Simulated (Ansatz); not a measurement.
Level of theory: Ansatz (a first-principles code) with PBE-D3(BJ)/def2-TZVP. No frequencies were computed at this level.

Ansatz 0.2 input:
```yaml
crystal:
  periodic: [false, false, false]
  atoms:
    - { symbol: Cl, position_ang: [2.174714, -0.737006, -0.003516] }
    - { symbol: In, position_ang: [-0.000031, 0.000039, -0.000036] }
    - { symbol: Cl, position_ang: [-1.725623, -1.514835, -0.011898] }
    - { symbol: Cl, position_ang: [-0.44906, 2.251801, 0.015451] }
basis:
  gaussian: { orbitals: def2-tzvp }
hamiltonian:
  xc: pbe
  dispersion: d3bj
relax:
  max_steps: 150
```

Output:

```
Functional definition: PBE
1156 factors; their error is unknown
mean field evaluation 1: about -42729.6669 eV, gradient 3.1e1 eV
mean field evaluation 2: about -42725.0662 eV, gradient 5.5e1 eV
mean field evaluation 4: about -42731.9380 eV, gradient 1.6e0 eV
mean field evaluation 8: about -42731.9442 eV, gradient 5.4e-2 eV
mean field evaluation 16: about -42731.9370 eV, gradient 4.0e-5 eV
mean field -42731.93700801 eV, -1570.3697202971 hartree, gradient 4.0e-5 eV, S^2 0.000000; 0 other end points of the search recorded, 0 dependent functions left out
reference -42731.93706133 eV, -1570.3697222567 hartree; 36, 36 occupied and 125, 125 virtual orbitals, 1156 factors
relax step   1: F+E_penalty+E_count = -42732.05510155 eV  Δ(F+E_penalty+E_count) = +0.000e0 eV  max|allowed force component| = 2.801e-1 eV/Å  Δτ_max = 0.0000 Å  (25 SCF iters, accepted)
these checks for a lower state are left out or cut short: starts, cluster_reference, orbital_swaps, neighbouring_geometries, increment
1156 factors; their error is unknown
mean field -42731.94646698 eV, -1570.3700679079 hartree, gradient 2.0e-5 eV, S^2 0.000000; 0 other end points of the search recorded, 0 dependent functions left out
reference -42731.94652022 eV, -1570.3700698646 hartree; 36, 36 occupied and 125, 125 virtual orbitals, 1156 factors
relax step   2: F+E_penalty+E_count = -42732.06320469 eV  Δ(F+E_penalty+E_count) = -8.103e-3 eV  max|allowed force component| = 2.347e-2 eV/Å  Δτ_max = 0.0211 Å  (27 SCF iters, accepted)
these checks for a lower state are left out or cut short: starts, cluster_reference, orbital_swaps, neighbouring_geometries, increment
1156 factors; their error is unknown
mean field -42731.94642035 eV, -1570.3700661944 hartree, gradient 6.7e-5 eV, S^2 0.000000; 0 other end points of the search recorded, 0 dependent functions left out
reference -42731.94647361 eV, -1570.3700681514 hartree; 36, 36 occupied and 125, 125 virtual orbitals, 1156 factors
relax step   3: F+E_penalty+E_count = -42732.06326638 eV  Δ(F+E_penalty+E_count) = -6.169e-5 eV  max|allowed force component| = 2.070e-4 eV/Å  Δτ_max = 0.0017 Å  (19 SCF iters, accepted)
1156 factors; their error is unknown
mean field evaluation 32: about -42731.7874 eV, gradient 7.9e0 eV
mean field -42731.94642035 eV, -1570.3700661944 hartree, gradient 6.7e-5 eV, S^2 0.000000; 1 other end points of the search recorded, 0 dependent functions left out
reference -42731.94647361 eV, -1570.3700681514 hartree; 36, 36 occupied and 125, 125 virtual orbitals, 1156 factors
Total energy: -42732.06331963 eV, -1570.3743621637 hartree
Atom 0 at     2.193111    -0.743249    -0.003555 Å, force    -0.000207     0.000080    -0.000007 eV/Å
Atom 1 at     0.000029    -0.000004    -0.000008 Å, force     0.000067    -0.000056     0.000021 eV/Å
Atom 2 at    -1.740222    -1.527579    -0.012008 Å, force     0.000121     0.000137    -0.000006 eV/Å
Atom 3 at    -0.452918     2.270830     0.015572 Å, force     0.000018    -0.000161    -0.000008 eV/Å
Dipole moment:     0.000048    -0.000006    -0.000009 e Å
```

Cost: around 14 core-seconds (rough).
